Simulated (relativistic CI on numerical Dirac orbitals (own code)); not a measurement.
# Electric-dipole lines of Ir XLIII

Method of calculation: Dirac-Coulomb-Breit CI, separate exchange-only KLI orbitals for each configuration, model QED, unscaled Slater integrals (own radial code, finite nucleus).

CI space (outside the closed core [Ar] 3d10): 4s²4p⁵, 4s4p⁶, 4s²4p⁴4d, 4s4p⁵4d, 4s²4p⁴4f, 4s4p⁵4f, 4p⁶4d, 4s4p⁴4d², 4s²4p³4d4f, 4p⁶4f, 4p⁵4d4f, 4s4p⁴4f², 4s²4p⁴5s, 4p⁶5s, 4s²4p⁴5p, 4s4p⁴4d5s, 4s²4p³4f5s, 4s4p⁵5s, 4s²4p⁴5d, 4s4p⁵5p, 4s²4p⁴5f, 4s²4p⁴5g, 4s4p⁵5d, 4p⁵4f5s, 4s4p⁵5f, 4s²4p⁴6s, 4s4p⁵5g, 4s²4p³4d², 4s²4p²4d³, 4s4p³4d³, 4s²4p²4d²4f, 4s4p³4d²4f, 4s²4p²4d²5s, 4p⁵4d², 4p⁴4d³, 4p⁴4d²4f, 4p⁴4d²5s, 4p⁵4d5s, 4p⁴4d4f5s, 4p⁴4d5s², 4s²4p³5s², 4s²4p²4d5s², 4s4p³4d5s², 4s²4p²4f5s², 4s4p³4f5s². Double excitations out of closed p, d and f shells are left out; levels of such configurations are missing from the list, as are those of other unlisted configurations, and high levels can miss mixing partners. These lack a partner that the ground configuration has and come out too high: 4s²4p⁴5p, 4s4p⁵5s, 4s²4p⁴5d, 4s4p⁵5p, 4s²4p⁴5f.

```
λ vac (nm)                Lower                    Upper   A (s⁻¹)  E lower (10³ cm⁻¹)  E upper (10³ cm⁻¹)
    4.0247   4s²4p⁴4d ²D3/2 [7]   4s²4p³4d² ²D°3/2 [121]  2.94e+12              1405.8              3890.4
    4.0512   4s²4p⁴4d ²F7/2 [6]   4s²4p³4d² ⁴F°7/2 [110]  2.82e+12              1334.9              3803.3
    4.0518   4s²4p⁴4d ²F7/2 [6]   4s²4p³4d² ⁴D°5/2 [109]  2.16e+12              1334.9              3803.0
    4.0738   4s²4p⁴4d ⁴F9/2 [9]   4s²4p³4d² ⁴D°7/2 [136]  2.57e+12              1505.7              3960.5
    4.0905   4s²4p⁴4d ²F7/2 [8]   4s²4p³4d² ⁴P°5/2 [129]  2.56e+12              1495.0              3939.7
    4.0906   4s²4p⁴4d ⁴F9/2 [9]  4s²4p³4d² ⁴G°11/2 [134]  1.67e+12              1505.7              3950.4
    4.1120   4s²4p⁴4d ⁴F9/2 [9]   4s²4p³4d² ⁴F°9/2 [128]  1.33e+12              1505.7              3937.6
    4.1214   4s²4p⁴4d ²F7/2 [8]   4s²4p³4d² ⁴F°9/2 [126]  1.88e+12              1495.0              3921.4
    4.1404    4s²4p⁵ ²P°3/2 [1]      4s²4p⁴4d ²S1/2 [22]  3.19e+12                 0.0              2415.2
    4.1456    4s²4p⁵ ²P°3/2 [1]      4s²4p⁴4d ²D5/2 [21]  2.42e+12                 0.0              2412.2
    4.1506    4s²4p⁵ ²P°3/2 [1]      4s²4p⁴4d ²P3/2 [20]  1.94e+12                 0.0              2409.3
    4.1908    4s²4p⁵ ²P°1/2 [2]      4s²4p⁴4d ²D3/2 [74]  1.91e+12               927.1              3313.3
    4.2401  4s²4p⁴4d ²D5/2 [21]   4s²4p³4d² ²G°7/2 [302]  2.40e+12              2412.2              4770.7
    4.3609   4s²4p⁴4d ⁴D5/2 [4]    4s²4p³4d² ⁴G°7/2 [91]  8.88e+11              1313.7              3606.8
    5.1523   4s²4p⁴4d ⁴D5/2 [4]      4s4p⁵4d ⁴F°7/2 [68]  6.56e+11              1313.7              3254.5
    5.1898  4s²4p⁴4d ²G7/2 [18]    4s²4p⁴4f ²H°9/2 [172]  1.51e+12              2260.2              4187.1
    5.2521   4s²4p⁴4d ²F7/2 [6]     4s²4p⁴4f ²G°9/2 [66]  7.16e+11              1334.9              3238.9
    5.8066   4s²4p⁴4d ⁴F9/2 [9]    4s²4p⁴4f ⁴G°11/2 [65]  5.19e+11              1505.7              3227.9
    5.8523    4s²4p⁵ ²P°1/2 [2]      4s²4p⁴4d ²D3/2 [28]  8.36e+11               927.1              2635.8
    5.9362    4s²4p⁵ ²P°3/2 [1]      4s²4p⁴4d ²D5/2 [13]  6.94e+11                 0.0              1684.6
```

Terms are leading LS components. Brackets give the number of a level in order of energy, since labels repeat. The list gives strong lines, with weight on those to low levels, without lines whose two gauges differ by over a factor of 2.5, among the lowest 400 of 9444 levels, so that lines to higher ones, which can be the strongest, are missing. Levels whose partners in the same complex of configurations lie outside the list can be far off, and so can their lines. Rates are taken at the computed energies, electric ones in the length gauge.

At this charge energies of transitions that change n are usually good to better than 1 %, and those within a shell (Δn = 0) to a few per cent.

LS names give the leading component of a level, which can be under half, so a name can repeat, a term be missing and a line seem to break the LS rules.
